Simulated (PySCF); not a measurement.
C4H11O4Si (SMILES [CH2]O[Si](OC)(OC)OC), doublet, geometry from GFN2-xTB; PySCF with CCSD(T)/STO-3G.

PySCF was given this input:
```python
from pyscf import gto, scf, cc

mol = gto.M(
    atom='''
C     0.35972231   -2.09494642   -1.74438884
O     0.72116892   -0.95011780   -1.13594221
Si   -0.00762696   -0.02170178   -0.00629818
O     1.09045178    1.10481060    0.39393870
C     2.44442596    0.92202627    0.72542551
O    -0.48414978   -1.04425416    1.15708566
C    -1.34377516   -0.79046899    2.24073632
O    -1.33268157    0.78643605   -0.47504907
C    -1.42507681    1.86702797   -1.36971891
H     1.11618260   -2.54561285   -2.35724859
H    -0.49719581   -2.63608161   -1.39548400
H     2.53967404    0.36283877    1.65837375
H     2.88716819    1.91130297    0.84421301
H     2.96187272    0.37821496   -0.06590032
H    -1.55911122   -1.74773294    2.71606815
H    -2.26971706   -0.33135269    1.89402677
H    -0.86509745   -0.12285091    2.96012744
H    -2.44792302    2.24169166   -1.32249569
H    -1.20136713    1.53976829   -2.38715119
H    -0.72780088    2.65680884   -1.08894369
''',
    basis='sto-3g',
    spin=1,
    verbose=4,
)

mf = scf.UHF(mol)
mf.kernel()

mycc = cc.CCSD(mf, frozen=13)
mycc.kernel()
et = mycc.ccsd_t()
print('E(CCSD(T)) = %.10f' % (mycc.e_tot + et))
```

Output, abridged:

```
PySCF version 2.14.0

[INPUT] verbose = 4
[INPUT] num. atoms = 20
[INPUT] num. electrons = 81
[INPUT] charge = 0
[INPUT] spin (= nelec alpha-beta = 2S) = 1
[INPUT] symmetry False subgroup None
[INPUT] Mole.unit = angstrom
[INPUT] Symbol           X                Y                Z      unit          X                Y                Z       unit  Magmom
[INPUT]  1 C      0.359722310000  -2.094946420000  -1.744388840000 AA    0.679776646796  -3.958874979438  -3.296417162348 Bohr   0.0
[INPUT]  2 O      0.721168920000  -0.950117800000  -1.135942210000 AA    1.362811748348  -1.795462428074  -2.146619670233 Bohr   0.0
[INPUT]  3 Si    -0.007626960000  -0.021701780000  -0.006298180000 AA   -0.014412865563  -0.041010420616  -0.011901835283 Bohr   0.0
[INPUT]  4 O      1.090451780000   1.104810600000   0.393938700000 AA    2.060655216244   2.087789453516   0.744436252867 Bohr   0.0
[INPUT]  5 C      2.444425960000   0.922026270000   0.725425510000 AA    4.619295596177   1.742377129954   1.370855537673 Bohr   0.0
[INPUT]  6 O     -0.484149780000  -1.044254160000   1.157085660000 AA   -0.914910487468  -1.973354366838   2.186575000062 Bohr   0.0
[INPUT]  7 C     -1.343775160000  -0.790468990000   2.240736320000 AA   -2.539367025394  -1.493769901062   4.234377962166 Bohr   0.0
[INPUT]  8 O     -1.332681570000   0.786436050000  -0.475049070000 AA   -2.518403178555   1.486148748985  -0.897712638029 Bohr   0.0
[INPUT]  9 C     -1.425076810000   1.867027970000  -1.369718910000 AA   -2.693004877369   3.528171530203  -2.588393607538 Bohr   0.0
[INPUT] 10 H      1.116182600000  -2.545612850000  -2.357248590000 AA    2.109279419005  -4.810511105674  -4.454554242617 Bohr   0.0
[INPUT] 11 H     -0.497195810000  -2.636081610000  -1.395484000000 AA   -0.939563911181  -4.981472284903  -2.637082571213 Bohr   0.0
[INPUT] 12 H      2.539674040000   0.362838770000   1.658373750000 AA    4.799288381268   0.685665902674   3.133872199668 Bohr   0.0
[INPUT] 13 H      2.887168190000   1.911302970000   0.844213010000 AA    5.455957154656   3.611839154368   1.595331379695 Bohr   0.0
[INPUT] 14 H      2.961872720000   0.378214960000  -0.065900320000 AA    5.597128256621   0.714722690613  -0.124533556321 Bohr   0.0
[INPUT] 15 H     -1.559111220000  -1.747732940000   2.716068150000 AA   -2.946293203537  -3.302736595481   5.132624939154 Bohr   0.0
[INPUT] 16 H     -2.269717060000  -0.331352690000   1.894026770000 AA   -4.289143623653  -0.626165834738   3.579191867895 Bohr   0.0
[INPUT] 17 H     -0.865097450000  -0.122850910000   2.960127440000 AA   -1.634797251560  -0.232154574054   5.593830155410 Bohr   0.0
[INPUT] 18 H     -2.447923020000   2.241691660000  -1.322495690000 AA   -4.625904081818   4.236183293122  -2.499154655018 Bohr   0.0
[INPUT] 19 H     -1.201367130000   1.539768290000  -2.387151190000 AA   -2.270254850755   2.909740363390  -4.511061967030 Bohr   0.0
[INPUT] 20 H     -0.727800880000   2.656808840000  -1.088943690000 AA   -1.375344336417   5.020641072923  -2.057805339173 Bohr   0.0

nuclear repulsion = 618.485318931431
number of shells = 40
number of NR pGTOs = 180
number of NR cGTOs = 60
basis = sto-3g
ecp = {}

******** <class 'pyscf.scf.uhf.UHF'> ********
method = UHF
initial guess = minao
damping factor = 0
level_shift factor = 0
DIIS = <class 'pyscf.scf.diis.CDIIS'>
diis_start_cycle = 1
diis_space = 8
diis_damp = 0
SCF conv_tol = 1e-09
SCF conv_tol_grad = None
SCF max_cycles = 50
direct_scf = True
direct_scf_tol = 1e-13
number electrons alpha = 41  beta = 40
Set gradient conv threshold to 3.16228e-05
init E= -738.685655342103

cycle= 1 E= -736.847154358055  delta_E= 1.84  |g|= 0.521  |ddm|= 3.92
cycle= 2 E= -737.036482474691  delta_E= -0.189  |g|= 0.122  |ddm|= 0.825
cycle= 3 E= -737.046426597063  delta_E= -0.00994  |g|= 0.0299  |ddm|= 0.169
cycle= 4 E= -737.047597431668  delta_E= -0.00117  |g|= 0.00945  |ddm|= 0.068
cycle= 5 E= -737.047757538415  delta_E= -0.00016  |g|= 0.00453  |ddm|= 0.0234
cycle= 6 E= -737.047802259632  delta_E= -4.47e-05  |g|= 0.00107  |ddm|= 0.0166
cycle= 7 E= -737.047804470491  delta_E= -2.21e-06  |g|= 0.00031  |ddm|= 0.00363
cycle= 8 E= -737.047804619925  delta_E= -1.49e-07  |g|= 0.000123  |ddm|= 0.000905
cycle= 9 E= -737.047804645618  delta_E= -2.57e-08  |g|= 5.37e-05  |ddm|= 0.00036
cycle= 10 E= -737.047804652002  delta_E= -6.38e-09  |g|= 1.2e-05  |ddm|= 0.000246
cycle= 11 E= -737.0478046523  delta_E= -2.97e-10  |g|= 3.67e-06  |ddm|= 4.99e-05
Extra cycle  E= -737.047804652316  delta_E= -1.64e-11  |g|= 2e-06  |ddm|= 8.54e-06
converged SCF energy = -737.047804652316  <S^2> = 0.76007159  2S+1 = 2.0100464

******** <class 'pyscf.cc.uccsd.UCCSD'> ********
CC2 = 0
CCSD nocc = (np.int64(28), np.int64(27)), nmo = (47, 47)
frozen orbitals 13
max_cycle = 50
direct = 0
conv_tol = 1e-07
conv_tol_normt = 1e-06
diis_space = 6
diis_start_cycle = 0
diis_start_energy_diff = 1e+09
Init t2, MP2 energy = -0.353736343432112
Init E_corr(UCCSD) = -0.353736343436232
cycle = 1  E_corr(UCCSD) = -0.415441548055048  dE = -0.0617052046  norm(t1,t2) = 0.120098
cycle = 2  E_corr(UCCSD) = -0.439801417872235  dE = -0.0243598698  norm(t1,t2) = 0.0417538
cycle = 3  E_corr(UCCSD) = -0.450759568797397  dE = -0.0109581509  norm(t1,t2) = 0.0206491
cycle = 4  E_corr(UCCSD) = -0.45310888904706  dE = -0.00234932025  norm(t1,t2) = 0.00685677
cycle = 5  E_corr(UCCSD) = -0.452759452460589  dE = 0.000349436586  norm(t1,t2) = 0.00298931
cycle = 6  E_corr(UCCSD) = -0.452729387639055  dE = 3.00648215e-05  norm(t1,t2) = 0.000800379
cycle = 7  E_corr(UCCSD) = -0.452737201210099  dE = -7.81357104e-06  norm(t1,t2) = 0.000341252
cycle = 8  E_corr(UCCSD) = -0.452733998138284  dE = 3.20307181e-06  norm(t1,t2) = 0.000103104
cycle = 9  E_corr(UCCSD) = -0.452732508688273  dE = 1.48945001e-06  norm(t1,t2) = 4.47884e-05
cycle = 10  E_corr(UCCSD) = -0.452732717722821  dE = -2.09034547e-07  norm(t1,t2) = 2.03999e-05
cycle = 11  E_corr(UCCSD) = -0.452732829688279  dE = -1.11965459e-07  norm(t1,t2) = 7.07147e-06
cycle = 12  E_corr(UCCSD) = -0.452732848050766  dE = -1.83624869e-08  norm(t1,t2) = 3.06087e-06
cycle = 13  E_corr(UCCSD) = -0.452732743258424  dE = 1.04792342e-07  norm(t1,t2) = 1.48256e-06
cycle = 14  E_corr(UCCSD) = -0.452732672264355  dE = 7.09940697e-08  norm(t1,t2) = 7.04811e-07
UCCSD converged
E(UCCSD) = -737.5005373245804  E_corr = -0.4527326722643547
UCCSD(T) correction = -0.0094992693353407
E(CCSD(T)) = -737.5100365939
```
